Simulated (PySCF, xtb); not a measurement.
SrCl, SMILES [Cl][Sr], multiplicity 2.

Harmonic wavenumbers (cm⁻¹) from GFN2-xTB (xtb) at its own minimum, in rising order: 235.

**Question.** What does PySCF with B3LYP-D3(BJ)/def2-TZVPD give at its own minimum? (Estimate from the structure and the level; the computed values follow.)

**Answer.** 289. Paired by order, the mean absolute difference is 54 cm⁻¹ and the zero-point energies are 0.3 and 0.4 kcal/mol.
